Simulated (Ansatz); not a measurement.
This geometry of BrCl$_{2}$FH$_{2}$OZr (8 atoms, charge 0, multiplicity 1) is a first-order saddle point.

These are results of RKS B3LYP-D4/def2-SVP (Ansatz 0.2.0), not measurements.

```xyz
8
Properties=species:S:1:pos:R:3
Zr 0.079 0.207 0.007
O -0.078 0.129 2.033
H -0.486 -0.447 2.694
Cl 2.110 -0.385 -1.019
Cl -1.187 1.794 -1.180
F -0.945 -1.366 -0.247
Br 1.484 2.431 1.486
H 0.693 1.301 2.233
```

Which two structures does it join? (They come from a converged band through this point; their orientation in space is the band's.)

Bonds broken: Br7–H8. Bonds formed: Zr1–Br7, O2–H8.

Image 0:

```xyz
8
Properties=species:S:1:pos:R:3
Zr -0.093 -0.062 -0.048
O -0.186 -0.046 1.881
H -0.495 -0.423 2.712
Cl 2.102 -0.401 -0.841
Cl -1.209 1.777 -1.016
F -1.077 -1.594 -0.574
Br 1.669 2.724 1.599
H 0.961 1.687 2.295
```

Image 6:

```xyz
8
Properties=species:S:1:pos:R:3
Zr 0.485 0.375 -0.045
O -0.569 0.580 2.061
H -0.834 -0.255 2.477
Cl 1.766 -0.164 -1.944
Cl -1.262 1.645 -0.978
F 0.015 -1.405 0.483
Br 2.229 1.747 1.217
H -0.160 1.140 2.739
```

How far does it lie above each of them?

0.106 eV above the first and 0.905 eV above the second. This is the barrier of this one path; another mechanism may lie lower. The orbitals stay closed-shell, which can raise the energy where a bond breaks towards radicals; this wasn't checked here.

Run time: 5 min on 4 threads of Arm Neoverse V1, on a shared host, peak memory 0.43 GiB.
